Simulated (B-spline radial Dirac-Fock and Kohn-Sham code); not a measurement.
Successive ionisation energies of dysprosium: Dirac-Fock against NIST

Model: Dirac-Fock (average of configuration) total-energy differences with a finite nucleus, the Breit interaction including its frequency dependence, and self-energy and vacuum-polarisation corrections. Program: a radial finite-basis atomic code. Each value is the difference of the configuration-average energies of two neighbouring ions in their tabulated ground configurations. No correlation. NIST's values refer to the lowest levels; many for high charge states are themselves semi-empirical or theoretical. Where a p, d or f shell is open in either ion the computed value averages over both j values and all terms, while the table refers to the lowest levels; that difference holds spin-orbit splitting (largest in heavy or highly charged ions), term energies where several electrons share open shells, and correlation, and it can reach 10 % or more.

```tsv
ion	configuration	computed (eV)	NIST (eV)	kind	NIST − computed (eV)
Dy³⁹⁺	[Ar] 3d9	3008.0	2987 ± 4	theoretical	-20.97
Dy⁴⁰⁺	[Ar] 3d8	3119.5	3098 ± 4	theoretical	-21.47
Dy⁴¹⁺	[Ar] 3d7	3232.5	3217 ± 4	theoretical	-15.53
Dy⁴²⁺	[Ar] 3d6	3347.1	3331 ± 4	theoretical	-16.15
Dy⁴³⁺	[Ar] 3d5	3463.3	3445 ± 4	theoretical	-18.33
Dy⁴⁴⁺	[Ar] 3d4	3581.1	3607 ± 4	theoretical	+25.93
Dy⁴⁵⁺	[Ar] 3d3	3700.4	3725 ± 4	theoretical	+24.64
Dy⁴⁶⁺	[Ar] 3d2	3821.2	3852 ± 4	theoretical	+30.80
Dy⁴⁷⁺	[Ar] 3d1	3943.6	3970 ± 4	theoretical	+26.41
Dy⁴⁸⁺	[Ne] 3s2 3p6	4370.1	4303 ± 4	theoretical	-67.07
Dy⁴⁹⁺	[Ne] 3s2 3p5	4479.0	4407 ± 4	theoretical	-71.97
Dy⁵⁰⁺	[Ne] 3s2 3p4	4588.8	4523 ± 4	theoretical	-65.80
Dy⁵¹⁺	[Ne] 3s2 3p3	4699.6	4629 ± 4	theoretical	-70.55
Dy⁵²⁺	[Ne] 3s2 3p2	4811.2	4945 ± 4	theoretical	+133.77
Dy⁵³⁺	[Ne] 3s2 3p1	4923.8	5066 ± 5	theoretical	+142.16
Dy⁵⁴⁺	[Ne] 3s2	5296.2	5296 ± 5	theoretical	-0.15
Dy⁵⁵⁺	[Ne] 3s1	5411.6	5412 ± 5	theoretical	+0.38
Dy⁵⁶⁺	[He] 2s2 2p6	12355.3	12081 ± 5	theoretical	-274.28
Dy⁵⁷⁺	[He] 2s2 2p5	12659.9	12370 ± 6	theoretical	-289.91
Dy⁵⁸⁺	[He] 2s2 2p4	12967.8	12690 ± 6	theoretical	-277.77
Dy⁵⁹⁺	[He] 2s2 2p3	13278.9	12986 ± 7	theoretical	-292.87
Dy⁶⁰⁺	[He] 2s2 2p2	13593.2	14144 ± 10	theoretical	+550.80
Dy⁶¹⁺	[He] 2s2 2p1	13910.8	14495 ± 12	theoretical	+584.24
Dy⁶²⁺	[He] 2s2	14935.6	14936 ± 15	theoretical	+0.39
Dy⁶³⁺	[He] 2s1	15227.6	15228.06 ± 0.11	theoretical	+0.43
Dy⁶⁴⁺	1s2	61732.8	61736.62 ± 0.1	theoretical	+3.77
Dy⁶⁵⁺	1s1	63073.1	63073.23 ± 0.1	theoretical	+0.15
```

Task: Where in this range is the largest relative jump, and why?

Result: From Dy⁶³⁺ (15227.6 eV) to Dy⁶⁴⁺ (61732.8 eV), a factor of 4.05. The configuration goes from [He] 2s1 to 1s2, so the next electron comes out of a deeper subshell.
